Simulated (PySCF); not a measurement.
## Oscillator strengths, rates and cross-sections

Species: C₂H₉FSSi₂.
SMILES: `CSC(F)([SiH3])[SiH3]`

Method: PySCF, TDDFT wB97X-D/def2-SVPD, vertical, gas phase, core orbitals frozen in the response. Isolated species at its GFN2-xTB geometry (one conformer only). Torsions of this conformer, `[CH3:1][S:2][C:3]([F:4])([SiH3:5])[SiH3:6]`: C1–S2–C3–F4 -62°.

A / s⁻¹ = 0.6670 f (ν̃ / cm⁻¹)² and τ = 1/A in vacuum; |μ| follows from f = (2/3) ΔE |μ|² (atomic units, 1 au = 2.5417 D); ∫σ dE = 109.76 f Mb·eV.

Only emission to the ground state at the vertical energy is counted.

Energies and rates of the computed singlets with f of 0.002 or more:

```csv
state,E (eV),A (s⁻¹)
S1,5.58,3.66×10⁶
S2,6.24,2.54×10⁷
S3,6.37,2.43×10⁷
S4,6.66,2.60×10⁷
S5,7.24,6.86×10⁷
S6,7.35,5.34×10⁷
S7,7.43,8.22×10⁷
S8,7.49,1.05×10⁸
```

Q: Go back from the rates to the oscillator strengths and transition dipoles.

A: f = A / (0.6670 ν̃²), and |μ| follows from f:

```tsv
state	f	|μ| (D)	τ	main configurations (H = HOMO, L = LUMO)
S1	0.0027	0.36	270 ns	H→L (51%), H→L+1 (18%)
S2	0.015	0.80	39 ns	H→L+1 (48%), H→L (24%), H→L+2 (19%)
S3	0.014	0.76	41 ns	H→L+3 (55%), H→L+4 (20%)
S4	0.014	0.73	38 ns	H→L+2 (50%), H→L+1 (17%), H→L+4 (15%)
S5	0.030	1.05	15 ns	H→L+3 (26%), H→L+4 (22%), H→L+8 (10%)
S6	0.023	0.90	19 ns	H→L+6 (38%), H→L+8 (16%), H→L+7 (13%)
S7	0.034	1.10	12 ns	H-1→L (40%), H→L+6 (16%), H-1→L+1 (11%)
S8	0.043	1.23	9.5 ns	H→L+6 (21%), H→L+4 (19%), H→L+5 (17%)
```

Q: What is the integrated cross-section of all computed states together?

A: Σf = 0.176 over S1 to S8, so 109.76 × Σf ≈ 19.3 Mb·eV.

Q: Suppose S1 emitted 0.3 eV lower with the same transition dipole. How would A change?

A: At fixed |μ|, A goes as the cube of the energy: (5.28/5.58)³ = 0.85, which makes τ about 320 ns.

Q: By what factor does the largest A in the list exceed the smallest?

A: S8 has 29 times the rate of S1.
